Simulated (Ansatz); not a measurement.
A made-up structure of CH4GeSi, singlet:

```xyz
7
angstrom
C -0.8022 -0.6995 -0.2313
Si -0.0615 0.7664 -0.8849
Ge 0.5893 0.0275 0.6843
H -1.5481 -1.5935 -0.1891
H -0.2367 1.5177 -1.8915
H 0.1559 0.7539 1.9779
H 1.9033 -0.7724 0.5346
```

It is relaxed with PBE-D4/def2-SVP and then PBE0-D4/def2-TZVP (Ansatz 0.2.0). Atoms count as bonded within 1.22 times the sum of their covalent radii (H–H: 0.88 Å). The end point is not checked to be a true minimum.

(1) Does its bonding change? (Judge from chemistry; the calculation decides.)

Answers

(1) Computed: No: no bond forms or breaks.

Where it ends: The first stage lowers the energy by 3.56 eV in 6 steps. It ends as CH₄GeSi ([CH]1[SiH][GeH2]1):
C1  (-0.800, -0.616, -0.318)
Si2  (-0.197, 0.788, -1.072)
Ge3  (0.668, -0.043, 0.855)
H4  (-1.504, -1.436, -0.302)
H5  (-0.521, 1.575, -2.296)
H6  (0.369, 0.573, 2.235)
H7  (1.986, -0.840, 0.898)
(Å)

Labels in which every atom is bracketed show which atoms are joined, not bond orders.

For scale, one of the runs: PBE0-D4/def2-TZVP relaxation, 140 basis functions, launched by `ansatz run in.yaml --threads 2 --pin off --events-out ev --progress --plain --max-ram 4352MiB`. Hardware: 2 CPU threads of an Arm Neoverse V2, shared host. Wall time about 22 s.
